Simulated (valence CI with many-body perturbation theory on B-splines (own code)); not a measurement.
## E1 transitions of Lu65+

Computed by valence CI with perturbative core correlation (CI+MBPT): four valence electrons over a frozen Dirac-Fock core [He], radial functions for each j: 11 s, 11 p, 9 d, 7 f, 5 g, 2 h, 1 i, with the one-electron correlation potential Σ1, the two-electron term Σ2, the three-electron term Σ3, Breit, model QED; selected CI, second order for the rest (own B-spline code, finite nucleus).

The last digits are not significant, and no measured levels were compared; by estimate large intervals hold to a few tenths of a per cent, small ones and those within an open d or f shell to about a per cent. Among the levels kept, up to 290 cm⁻¹ of a level comes from second order outside the variational space, and about a tenth of that is noise between levels of different J, which matters for small intervals.

Lines 151 to 200 of 250 in falling wavelength, among levels below 11529 eV, chosen from the strongest by gf and those to the six lowest levels. Wavelengths and rates use the calculated energies. Electric multipoles are in the length gauge, E1 and E2 with the static RPA response of the core. Weak lines are less certain than strong ones. Lines between different terms over intervals too small for the method are left out, as are lines whose strength nearly cancels.

Levels are named by their leading jj configuration (3d3/2^4 stands for four electrons in 3d with j = 3/2), which in mixed levels can hold well under half, so a name can repeat and another be missing. Letters in brackets count levels of one name in rising energy.

| λ vac (nm) | Upper | Lower | A (s⁻¹) | log gf | Branch % |
| --- | --- | --- | --- | --- | --- |
| 0.1391 | (2s^2 2p3/2 3d5/2) J=3 | (2s^2 2p3/2^2) J=2 | 2.05e+15 | 0.62 | 99.5 |
| 0.1389 | (2s^2 2p3/2 3d5/2) J=1 | (2s^2 2p3/2^2) J=2 | 1.11e+14 | -1.02 | 7.9 |
| 0.1389 | (2s 2p1/2 2p3/2 3p3/2) J=2 [a] | (2s^2 2p3/2^2) J=2 | 2.19e+13 | -1.50 | 7.4 |
| 0.1385 | (2s 2p1/2 2p3/2 3p3/2) J=2 [b] | (2s^2 2p3/2^2) J=2 | 3.88e+12 | -2.25 | 1.6 |
| 0.1383 | (2s 2p1/2 2p3/2 3p3/2) J=3 [b] | (2s^2 2p3/2^2) J=2 | 2.52e+13 | -1.30 | 8.7 |
| 0.1382 | (2s 2p1/2^2 3p3/2) J=2 | (2s^2 2p1/2 2p3/2) J=2 | 1.87e+12 | -2.57 | 6.6 |
| 0.1380 | (2s 2p1/2^2 3p3/2) J=2 | (2s^2 2p1/2 2p3/2) J=1 | 2.45e+13 | -1.46 | 86.0 |
| 0.1375 | (2s 2p1/2 2p3/2 3p3/2) J=3 [c] | (2s^2 2p3/2^2) J=2 | 1.22e+13 | -1.62 | 6.1 |
| 0.1373 | (2s 2p1/2 2p3/2 3p3/2) J=2 [d] | (2s^2 2p3/2^2) J=2 | 3.39e+12 | -2.32 | 1.7 |
| 0.1324 | (2s 2p1/2 2p3/2 3s) J=2 [b] | (2s 2p1/2^2 2p3/2) J=1 | 6.29e+12 | -2.08 | 2.6 |
| 0.1321 | (2s 2p1/2 2p3/2 3s) J=2 [a] | (2s 2p1/2^2 2p3/2) J=2 | 2.99e+13 | -1.41 | 23.9 |
| 0.1317 | (2s 2p1/2 2p3/2 3s) J=1 [a] | (2s 2p1/2^2 2p3/2) J=2 | 3.54e+13 | -1.56 | 14.0 |
| 0.1317 | (2s 2p1/2 2p3/2 3s) J=0 | (2s 2p1/2^2 2p3/2) J=1 | 4.65e+13 | -1.92 | 16.7 |
| 0.1317 | (2s 2p1/2 2p3/2 3s) J=1 [b] | (2s 2p1/2^2 2p3/2) J=1 | 4.48e+13 | -1.46 | 16.6 |
| 0.1316 | (2s 2p1/2 2p3/2 3s) J=3 | (2s 2p1/2^2 2p3/2) J=2 | 4.56e+13 | -1.08 | 32.8 |
| 0.1316 | (2s 2p1/2 2p3/2 3s) J=1 [c] | (2s 2p1/2^2 2p3/2) J=1 | 4.25e+12 | -2.48 | 3.6 |
| 0.1315 | (2s 2p1/2 2p3/2 3s) J=2 [c] | (2s 2p1/2^2 2p3/2) J=1 | 3.25e+13 | -1.38 | 23.6 |
| 0.1313 | (2s^2 2p1/2 3s) J=1 | (2s^2 2p1/2^2) J=0 | 4.51e+13 | -1.46 | 19.8 |
| 0.1312 | (2s 2p1/2 2p3/2 3s) J=2 [b] | (2s 2p1/2^2 2p3/2) J=2 | 1.75e+13 | -1.65 | 7.1 |
| 0.1310 | (2s^2 2p3/2 3s) J=2 | (2s^2 2p1/2 2p3/2) J=2 | 2.86e+13 | -1.44 | 19.4 |
| 0.1308 | (2s^2 2p3/2 3s) J=1 | (2s^2 2p1/2 2p3/2) J=2 | 4.45e+13 | -1.46 | 15.9 |
| 0.1307 | (2s^2 2p3/2 3s) J=2 | (2s^2 2p1/2 2p3/2) J=1 | 2.22e+13 | -1.55 | 15.1 |
| 0.1306 | (2s^2 2p3/2 3s) J=1 | (2s^2 2p1/2 2p3/2) J=1 | 1.11e+13 | -2.07 | 4.0 |
| 0.1298 | (2s^2 2p3/2 3p3/2) J=1 | (2s 2p1/2^2 2p3/2) J=1 | 5.77e+12 | -2.36 | 41.5 |
| 0.1294 | (2s^2 2p3/2 3p3/2) J=2 | (2s 2p1/2^2 2p3/2) J=1 | 3.60e+12 | -2.35 | 32.9 |
| 0.1286 | (2s^2 2p3/2 3p3/2) J=3 | (2s 2p1/2^2 2p3/2) J=2 | 5.02e+12 | -2.06 | 54.9 |
| 0.1282 | (2s^2 2p3/2 3p3/2) J=2 | (2s 2p1/2^2 2p3/2) J=2 | 2.69e+12 | -2.48 | 24.6 |
| 0.1273 | (2s 2p1/2 2p3/2 3p1/2) J=1 [a] | (2s^2 2p1/2 2p3/2) J=2 | 3.62e+13 | -1.58 | 24.2 |
| 0.1271 | (2s 2p1/2 2p3/2 3p1/2) J=1 [a] | (2s^2 2p1/2 2p3/2) J=1 | 1.12e+14 | -1.09 | 74.5 |
| 0.1270 | (2s 2p1/2 2p3/2 3p1/2) J=2 [a] | (2s^2 2p1/2 2p3/2) J=1 | 2.86e+14 | -0.46 | 99.3 |
| 0.1269 | (2p1/2^2 2p3/2 3p1/2) J=1 | (2s 2p1/2^2 2p3/2) J=1 | 1.31e+14 | -1.02 | 14.6 |
| 0.1269 | (2p1/2^2 2p3/2 3p1/2) J=2 | (2s 2p1/2^2 2p3/2) J=1 | 3.61e+14 | -0.36 | 41.0 |
| 0.1268 | (2s 2p1/2 2p3/2 3p1/2) J=3 | (2s^2 2p1/2 2p3/2) J=2 | 4.17e+14 | -0.15 | 99.5 |
| 0.1266 | (2s 2p1/2^2 3p1/2) J=1 | (2s^2 2p1/2^2) J=0 | 4.67e+14 | -0.47 | 99.5 |
| 0.1263 | (2s 2p1/2 2p3/2 3p1/2) J=2 [b] | (2s^2 2p1/2 2p3/2) J=2 | 2.24e+14 | -0.57 | 86.8 |
| 0.1263 | (2s 2p1/2 2p3/2 3d3/2) J=2 [a] | (2s 2p1/2^2 2p3/2) J=1 | 2.07e+13 | -1.61 | 5.6 |
| 0.1263 | (2s 2p1/2 2p3/2 3d3/2) J=1 [a] | (2s 2p1/2^2 2p3/2) J=1 | 4.86e+12 | -2.46 | 1.6 |
| 0.1261 | (2s 2p1/2 2p3/2 3p1/2) J=2 [b] | (2s^2 2p1/2 2p3/2) J=1 | 3.14e+13 | -1.43 | 12.2 |
| 0.1259 | (2s 2p1/2 2p3/2 3p1/2) J=1 [b] | (2s^2 2p1/2 2p3/2) J=2 | 1.15e+14 | -1.09 | 28.8 |
| 0.1259 | (2s 2p1/2 2p3/2 3p1/2) J=2 [c] | (2s^2 2p1/2 2p3/2) J=2 | 1.89e+14 | -0.65 | 69.3 |
| 0.1258 | (2p1/2^2 2p3/2 3p1/2) J=1 | (2s 2p1/2^2 2p3/2) J=2 | 7.55e+14 | -0.27 | 84.1 |
| 0.1258 | (2p1/2^2 2p3/2 3p1/2) J=2 | (2s 2p1/2^2 2p3/2) J=2 | 5.09e+14 | -0.22 | 57.9 |
| 0.1257 | (2s 2p1/2 2p3/2 3p1/2) J=0 | (2s^2 2p1/2 2p3/2) J=1 | 4.19e+14 | -1.00 | 97.6 |
| 0.1257 | (2s 2p1/2 2p3/2 3p1/2) J=1 [b] | (2s^2 2p1/2 2p3/2) J=1 | 2.72e+14 | -0.71 | 68.5 |
| 0.1257 | (2s 2p1/2 2p3/2 3p1/2) J=2 [c] | (2s^2 2p1/2 2p3/2) J=1 | 7.39e+13 | -1.06 | 27.1 |
| 0.1255 | (2s 2p1/2 2p3/2 3d3/2) J=2 [b] | (2s 2p1/2^2 2p3/2) J=1 | 5.08e+12 | -2.22 | 0.3 |
| 0.1253 | (2s 2p1/2 2p3/2 3p1/2) J=1 [c] | (2s^2 2p1/2 2p3/2) J=2 | 2.14e+14 | -0.82 | 80.2 |
| 0.1252 | (2s 2p1/2 2p3/2 3d3/2) J=2 [a] | (2s 2p1/2^2 2p3/2) J=2 | 1.76e+14 | -0.68 | 47.6 |
| 0.1252 | (2s 2p1/2 2p3/2 3d3/2) J=1 [a] | (2s 2p1/2^2 2p3/2) J=2 | 4.60e+13 | -1.49 | 14.9 |
| 0.1251 | (2s 2p1/2 2p3/2 3d3/2) J=3 [a] | (2s 2p1/2^2 2p3/2) J=2 | 3.39e+14 | -0.25 | 85.5 |

(1) How does gf follow from A for the line at 0.1380 nm?

Answers

(1) gf = 1.4992 × (2J+1)_upper × A / σ², with σ = 72483551 cm⁻¹ and 2J+1 = 5: gf = 0.0350.
